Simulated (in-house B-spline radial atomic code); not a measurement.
Successive ionisation energies of titanium; each step leads to the configuration of the next row (after the last: bare). NIST's values go from ground level to ground level; the uncertainty of those that are theory runs from under 0.1 % in few-electron ions to several per cent in heavy many-electron ones. Computed with a B-spline radial code for spherical atoms: non-relativistic Hartree-Fock, average of the configuration, point nuclei.

```json
{"ion": "Ti9+", "configuration": "[Ne] 3s2 3p1", "ionisation energy (eV)": "214.8", "tabulated value (eV)": "215.92", "tabulated kind": "measured", "computed minus tabulated (eV)": "-1", "highest orbital": "3p", "largest mean radius (bohr)": "0.89816"}
{"ion": "Ti10+", "configuration": "[Ne] 3s2", "ionisation energy (eV)": "261.3", "tabulated value (eV)": "265.07", "tabulated kind": "semi-empirical", "computed minus tabulated (eV)": "-4", "highest orbital": "3s", "largest mean radius (bohr)": "0.87508"}
{"ion": "Ti11+", "configuration": "[Ne] 3s1", "ionisation energy (eV)": "289.4", "tabulated value (eV)": "291.5", "tabulated kind": "semi-empirical", "computed minus tabulated (eV)": "-2", "highest orbital": "3s", "largest mean radius (bohr)": "0.85771"}
{"ion": "Ti12+", "configuration": "[He] 2s2 2p6", "ionisation energy (eV)": "786.9", "tabulated value (eV)": "787.67", "tabulated kind": "measured", "computed minus tabulated (eV)": "-1", "highest orbital": "2p", "largest mean radius (bohr)": "0.32097"}
{"ion": "Ti13+", "configuration": "[He] 2s2 2p5", "ionisation energy (eV)": "866.6", "tabulated value (eV)": "864", "tabulated kind": "semi-empirical", "computed minus tabulated (eV)": "3", "highest orbital": "2p", "largest mean radius (bohr)": "0.31603"}
{"ion": "Ti14+", "configuration": "[He] 2s2 2p4", "ionisation energy (eV)": "?", "tabulated value (eV)": "?", "tabulated kind": "semi-empirical", "computed minus tabulated (eV)": "?", "highest orbital": "?", "largest mean radius (bohr)": "?"}
{"ion": "Ti15+", "configuration": "[He] 2s2 2p3", "ionisation energy (eV)": "1034.7", "tabulated value (eV)": "1042.5", "tabulated kind": "semi-empirical", "computed minus tabulated (eV)": "-8", "highest orbital": "2p", "largest mean radius (bohr)": "0.30653"}
{"ion": "Ti16+", "configuration": "[He] 2s2 2p2", "ionisation energy (eV)": "?", "tabulated value (eV)": "?", "tabulated kind": "semi-empirical", "computed minus tabulated (eV)": "?", "highest orbital": "?", "largest mean radius (bohr)": "?"}
{"ion": "Ti17+", "configuration": "[He] 2s2 2p1", "ionisation energy (eV)": "?", "tabulated value (eV)": "?", "tabulated kind": "semi-empirical", "computed minus tabulated (eV)": "?", "highest orbital": "?", "largest mean radius (bohr)": "?"}
{"ion": "Ti18+", "configuration": "[He] 2s2", "ionisation energy (eV)": "1330.5", "tabulated value (eV)": "1346.3", "tabulated kind": "semi-empirical", "computed minus tabulated (eV)": "-16", "highest orbital": "2s", "largest mean radius (bohr)": "0.2932"}
{"ion": "Ti19+", "configuration": "[He] 2s1", "ionisation energy (eV)": "1414.8", "tabulated value (eV)": "1425.257", "tabulated kind": "tabulated theory", "computed minus tabulated (eV)": "-10", "highest orbital": "2s", "largest mean radius (bohr)": "0.28923"}
{"ion": "Ti20+", "configuration": "1s2", "ionisation energy (eV)": "6214.0", "tabulated value (eV)": "6249.023", "tabulated kind": "tabulated theory", "computed minus tabulated (eV)": "-35", "highest orbital": "1s", "largest mean radius (bohr)": "0.069366"}
{"ion": "Ti21+", "configuration": "1s1", "ionisation energy (eV)": "6585.2", "tabulated value (eV)": "6625.81", "tabulated kind": "tabulated theory", "computed minus tabulated (eV)": "-41", "highest orbital": "1s", "largest mean radius (bohr)": "0.068182"}
```

Task: Fill in the row of Ti14+.

Result: ionisation energy (eV): 949.2; tabulated value (eV): 944.5; computed minus tabulated (eV): 5; highest orbital: 2p; largest mean radius (bohr): 0.31122.

Task: Fill in the row of Ti16+.

Result: ionisation energy (eV): 1123.0; tabulated value (eV): 1130.2; computed minus tabulated (eV): -7; highest orbital: 2p; largest mean radius (bohr): 0.30197.

Task: Fill in the row of Ti17+.

Result: ionisation energy (eV): 1214.2; tabulated value (eV): 1220.3; computed minus tabulated (eV): -6; highest orbital: 2p; largest mean radius (bohr): 0.29752.

Task: Where is the largest jump?

Result: From Ti19+ to Ti20+, by a factor of 4.39 (1414.8 to 6214 eV); the highest orbital goes from 2s to 1s.

Task: How far is this level of theory from the measured and semi-empirical values?

Result: Over those 10 rows the differences run from -15.8 to +4.71 eV (mean absolute value 5.2 eV). The calculation leaves out relativity, correlation and, in open shells, the multiplet splittings that an average leaves out.
